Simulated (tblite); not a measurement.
Species: C6H3F3.
Atom-mapped SMILES: `[CH:1]#[C:2][C@@H:3]1[CH:4]=[C:5]1[C:6]([F:7])([F:8])[F:9]` (hydrogens: H10 on C1; H11 on C3; H12 on C4)

Computed with GFN2-xTB (tblite), gas phase: Langevin dynamics at 400 K from the optimised GFN2-xTB geometry, time step 0.5 fs, friction 0.01 fs⁻¹, 2000 steps. The instantaneous temperature is 2·E(kin)/(3Nk) with all 3N coordinates.

```tsv
t (fs)	T (K)	E(pot) above start (eV)	C1≡C2 (Å)	C2–C3 (Å)	C3–C4 (Å)	C4=C5 (Å)	C5–C6 (Å)	C1–H10 (Å)	C4–C5–C6–F7 (°)
0	349	0.000	1.198	1.432	1.511	1.301	1.470	1.049	-114
50	352	0.571	1.196	1.482	1.510	1.331	1.509	1.039	-97
100	298	0.333	1.216	1.400	1.422	1.327	1.478	1.038	-130
150	298	0.200	1.203	1.451	1.536	1.307	1.466	1.029	-129
200	284	0.309	1.189	1.395	1.561	1.305	1.476	1.049	-152
250	282	0.484	1.208	1.497	1.450	1.288	1.472	1.069	-136
300	374	0.498	1.191	1.452	1.528	1.322	1.467	1.024	-113
350	298	0.809	1.246	1.452	1.455	1.325	1.512	1.061	-73
400	709	0.377	1.174	1.429	1.531	1.321	1.532	1.019	-108
450	533	0.660	1.227	1.464	1.568	1.269	1.468	1.050	-138
500	511	0.458	1.203	1.428	1.464	1.351	1.511	1.044	-128
550	271	0.807	1.220	1.498	1.516	1.279	1.556	1.046	-152
600	416	0.442	1.204	1.450	1.513	1.285	1.521	1.049	-141
650	325	0.569	1.214	1.485	1.487	1.297	1.447	1.031	-135
700	464	0.444	1.190	1.476	1.551	1.300	1.485	1.022	-166
750	336	0.618	1.229	1.394	1.505	1.295	1.463	1.047	-172
800	444	0.455	1.202	1.426	1.529	1.326	1.494	1.049	-173
850	351	0.434	1.200	1.436	1.593	1.292	1.489	1.062	-120
900	300	0.412	1.179	1.408	1.531	1.305	1.445	1.089	-108
950	414	0.514	1.183	1.399	1.478	1.306	1.496	1.119	-150
1000	381	0.544	1.213	1.477	1.485	1.272	1.523	1.094	177
```

**Question.** From 500 fs on, how do temperature and potential energy compare with equipartition?

**Answer.** The mean temperature of these 11 frames is 383 K against the target 400 K, and the mean potential energy 0.52 eV against 30 × kT/2 = 0.52 eV for 30 classical harmonic modes. For 12 atoms in a canonical ensemble the temperature itself scatters by T·√(2/(3N)) = 94 K; here its standard deviation is 71 K. The whole run lasts only 10 friction times of 100 fs, so these averages carry a wide statistical error.

**Question.** What are the kinetic and total energies of the listed frame with the highest potential energy?

**Answer.** The one at 350 fs, 0.809 eV above the start. Its kinetic energy is 3NkT/2 = 0.463 eV at 298 K, so the sum is 1.27 eV; over the listed frames the sum runs from 0.54 to 1.49 eV, since the thermostat adds and removes energy.

**Question.** How much do the listed bonds fluctuate from 500 fs on?

**Answer.** 
```
  bond  at the start (Å)  mean (Å)  standard deviation (Å)
 C1≡C2             1.198     1.203                   0.014
 C2–C3             1.432     1.443                   0.035
 C3–C4             1.511     1.514                   0.035
 C4=C5             1.301     1.301                   0.021
 C5–C6             1.470     1.494                   0.032
C1–H10             1.049     1.059                   0.028
```

The motion is classical and holds no zero-point motion.

What follows is the cost of the whole dynamics run. The run took 9.7 s on Arm Neoverse V1, one thread, shared host, and the process peaked at 0.18 GiB of memory.
